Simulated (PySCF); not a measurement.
C₄H₄, SMILES C=C1C=C1. Atoms are numbered in the order given.

```xyz
8

C      0.0000     0.0000     1.5957
C      0.0000     0.0000     0.2626
C      0.0000     0.6616    -1.0217
C      0.0000    -0.6616    -1.0217
H      0.0000    -0.9376     2.1554
H      0.0000     0.9376     2.1554
H      0.0000     1.5835    -1.6001
H      0.0000    -1.5835    -1.6001
```
Charge 0, spin multiplicity 1.

Geometry optimised at B3LYP-D3(BJ)/def2-SVP.

Two levels are set side by side: PBE/pcJ-1 (PySCF) and B3LYP/pcJ-1 (PySCF). One-bond couplings, all four terms, same geometry. Isotopes: 13C, 1H. Differences are taken from unrounded values.

```csv
quantity,PBE
"¹J(C1,C2) (Hz)",104.4
"¹J(C2,C3) (Hz)",19.4
"¹J(C2,C4) (Hz)",19.4
"¹J(C3,C4) (Hz)",37.5
"¹J(C1,H5) (Hz)",161.5
"¹J(C1,H6) (Hz)",161.5
"¹J(C3,H7) (Hz)",217.9
"¹J(C4,H8) (Hz)",217.9
```

Task: These are the PBE values. What does B3LYP give? (Estimate from the structure and the level; the computed values follow.)

Result: 
| quantity | B3LYP | PBE minus B3LYP |
|---|---|---|
| ¹J(C1,C2) (Hz) | 114.1 | -9.8 |
| ¹J(C2,C3) (Hz) | 24.9 | -5.5 |
| ¹J(C2,C4) (Hz) | 24.9 | -5.5 |
| ¹J(C3,C4) (Hz) | 45.8 | -8.3 |
| ¹J(C1,H5) (Hz) | 176.1 | -14.6 |
| ¹J(C1,H6) (Hz) | 176.1 | -14.6 |
| ¹J(C3,H7) (Hz) | 237.5 | -19.6 |
| ¹J(C4,H8) (Hz) | 237.5 | -19.6 |

Rough cost on one machine, each run with all the roots and properties that it gave: B3LYP against PBE about 2 times.
